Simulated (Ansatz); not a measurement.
One change: `C=NC[SiH2]C` becomes `C[SiH2]CC=S`.

Ansatz, PBE0-D4/def2-TZVP geometries, multiplicity 1. Each molecule was computed in one conformer, which needn't be the lowest.

```json
{"property": "zero-point energy (PBE0-D4/def2-TZVP) / kJ/mol", "`C=NC[SiH2]C`": "294.9"}
{"property": "HOMO energy (PBE0/def2-TZVPP) / eV", "`C=NC[SiH2]C`": "-7.38"}
{"property": "HOMO–LUMO gap (PBE/def2-TZVPP) / eV", "`C=NC[SiH2]C`": "4.41"}
{"property": "size of the dipole moment (PBE/def2-TZVPP) / D", "`C=NC[SiH2]C`": "0.54"}
{"property": "HOMO–LUMO gap (PBE0/def2-TZVPP) / eV", "`C=NC[SiH2]C`": "6.98"}
{"property": "HOMO energy (ωB97M-V/def2-TZVPP) / eV", "`C=NC[SiH2]C`": "-9.78"}
```

(1) What does the change do to each property? (Estimate.)

## Answers

(1) The calculation gave: 
| property | `C[SiH2]CC=S` | shift |
| --- | --- | --- |
| zero-point energy (PBE0-D4/def2-TZVP) / kJ/mol | 258.4 | -36.5 |
| HOMO energy (PBE0/def2-TZVPP) / eV | -6.33 | 1.05 |
| HOMO–LUMO gap (PBE/def2-TZVPP) / eV | 2.20 | -2.21 |
| size of the dipole moment (PBE/def2-TZVPP) / D | 2.97 | 2.43 |
| HOMO–LUMO gap (PBE0/def2-TZVPP) / eV | 4.32 | -2.66 |
| HOMO energy (ωB97M-V/def2-TZVPP) / eV | -8.56 | 1.22 |

With PBE0 the HOMO rises by 1.05 eV and the LUMO falls by 1.61 eV, so the gap narrows by about 2.66 eV. PBE moves the HOMO by 0.80 eV and ωB97M-V by 1.22 eV. The zero-point energy changes by -36.5 kJ/mol with -3 modes. Dipoles are sizes alone; their direction can turn.
